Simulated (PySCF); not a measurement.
Question: Write Cartesian coordinates for `S=C=C/C=C/Br` as optimised with PBE0-D3(BJ)/def2-SVP.

Answer: 
```xyz
9
C4H3BrS angstrom
S     -2.342    2.620   -0.343
C     -1.455    1.457    0.184
C     -0.700    0.469    0.640
C      0.371   -0.159   -0.108
C      1.111   -1.163    0.385
Br     2.495   -1.977   -0.575
H     -0.920    0.118    1.656
H      0.571    0.215   -1.116
H      0.963   -1.582    1.384
```

Orientation and origin are arbitrary. Atoms count from 1 in this order. The C–C distances run from 1.324 Å (C2=C3, drawn double) to 1.449 Å (C3–C4, drawn single), a spread of 0.125 Å. The 6 heavy atoms lie in one plane (0.002 Å rms).

Bonds between heavy atoms (Å): S1=C2 1.555, C2=C3 1.324, C3–C4 1.449, C4=C5 1.342, C5–Br6 1.871.

Method used: PBE0-D3(BJ)/def2-SVP geometry optimisation, gas phase in PySCF 2.14.0.

Point group: Cs (every atom within 0.08 Å of its image). Not checked by PBE0-D3(BJ)/def2-SVP frequencies. One conformer, not necessarily the lowest (C2–C3–C4–C5 180°).
